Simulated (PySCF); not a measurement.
C₆H₆Cl₄Si₂, SMILES Cl[SiH2]c1ccc([Si](Cl)(Cl)Cl)cc1, singlet at its GFN2-xTB optimised geometry (Å):

```
18

Si    -0.6846     0.7203     0.0000
Cl     1.3326     0.7203     0.0000
C     -1.2822    -0.1513     1.5685
C     -1.4996     0.5563     2.7475
C     -1.9066    -0.0819     3.9027
C     -2.1138    -1.4609     3.9249
C     -1.8991    -2.1713     2.7440
C     -1.4922    -1.5273     1.5921
Si    -2.7005    -2.3346     5.4955
Cl    -2.0072    -4.2341     5.5309
Cl    -4.7255    -2.3762     5.5460
Cl    -2.0266    -1.3501     7.1286
H     -1.1495     2.1048     0.0000
H     -1.1494    -0.0113    -1.1756
H     -1.3459     1.6259     2.7615
H     -2.0627     0.4949     4.8023
H     -2.0495    -3.2408     2.7308
H     -1.3326    -2.1048     0.6927
```

Calculation: CAM-B3LYP/def2-SVP run with PySCF. Cells within 0.4 Å of a nucleus heavier than hydrogen are left out (blank, or x).

Map of the deformation density (molecule minus spherical neutral atoms) (e/bohr³) on the plane z = 1.5 Å:

```
|111111111111111111111111111|
|111111111111111111111111111|
|111111111111111111111111111|
|111111111111111111111111111|
|111111111111111111111111111|
|111111111111111111111111111|
|111111111111111111111111111|
|111111110000111111111111111|
|111111100000001111111111111|
|111111100000001111111111111|
|111111000000000111111111111|
|111111000000000111111111111|
|111111000231000111111111111|
|111111000xx1000111111111111|
|111111002xx0001111111111111|
|111110015951001111111111111|
|111110015951001111111111111|
|11111000xx10011111111111111|
|11111000xx00011111111111111|
|111110001210011111111111111|
|111110000000011111111111111|
|111110000000111111111111111|
|111111000001111111111111111|
|111111100011111111111111111|
|111111111111111111111111111|
|111111111111111111111111111|
|111111111111111111111111111|
```
Scale: ten equal steps from -0.014 (start of '0') to 0.094 (end of '9'), in the order '0123456789'; x runs from -4.50 to 4.50, y from -4.50 (bottom) to 4.50 (top).
